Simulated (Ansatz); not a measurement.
`C[N]([GeH3])[SiH2]O`, charge 0, multiplicity 1.

**Question.** Give a relaxed structure at PBE0-D4/def2-TZVP (the Gaussian-basis code of Ansatz). (An estimate is asked.)

**Answer.** Computed: 
Cartesian coordinates in Å:
```
C -0.218 0.699 -1.419
N -0.024 -0.158 -0.259
Ge -1.505 -1.128 0.262
Si 1.392 -0.045 0.695
O 1.365 1.042 1.936
H 0.736 1.126 -1.742
H -0.905 1.532 -1.221
H -0.620 0.134 -2.268
H -1.943 -2.002 -0.930
H -1.108 -1.983 1.471
H -2.659 -0.170 0.621
H 1.603 -1.339 1.379
H 2.491 0.318 -0.243
H 1.396 1.974 1.718
```
This is one stationary point; other conformers may exist.
